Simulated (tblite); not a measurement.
C4H3S, doublet, at a GFN2-xTB geometry; IPEA1-xTB in tblite 0.6.0.

tblite was given this input:
```
$ tblite run mol.xyz --method ipea1 --charge 0 --spin 1 --json tblite.json --no-restart

# file mol.xyz
8

S     -0.00127787     0.06970181     1.20878531
C     -0.01316788     1.23910850    -0.02540317
C      0.01247167    -1.17275513     0.00395312
C     -0.00754797     0.76302635    -1.27874893
C      0.00761731    -0.66385036    -1.25401862
H      0.02325580    -2.19950722     0.31126409
H     -0.01339697     1.35042145    -2.17665447
H      0.01434834    -1.25931936    -2.14986897
```

Output, abridged:

```
xTB calculator
 | screened Coulomb repulsion
 | Coulomb electrostatics
 |  * isotropic Klopman-Ohno-Mataga-Nishimoto electrostatics
 |  * onsite third-order electrostatics
 | DFT-D3(BJ) dispersion correction

halogen bonding energy    0.0000000000000E+00 Eh
repulsion energy          2.7256066356643E-01 Eh
dispersion energy        -3.0729454795785E-03 Eh
number of electrons       2.5000000000000E+01 e
integral cutoff           4.0000000000000E+01 bohr

------------------------------------------------------------
  cycle        total energy    energy error   density error
------------------------------------------------------------
      1     -14.88097168798  -1.5150459E+01   5.3263155E-01
      2     -14.88166843263  -6.9674464E-04   3.1846828E-01
      3     -14.84744228790   3.4226145E-02   8.5689535E-02
      4     -14.88356674113  -3.6124453E-02   6.7555703E-03
      5     -14.88362605522  -5.9314087E-05   4.6937592E-03
      6     -14.88373413398  -1.0807876E-04   1.3606030E-03
      7     -14.88374259013  -8.4561488E-06   1.7134777E-04
      8     -14.88374265871  -6.8575050E-08   6.7819962E-05
      9     -14.88374266545  -6.7431678E-09   1.8287358E-05
------------------------------------------------------------

electronic energy        -1.5153230383539E+01 Eh
total energy             -1.4883742665452E+01 Eh

Post processing:
 | Mayer-Wiberg bond orders

[Info] JSON dump of results written to 'tblite.json'
```
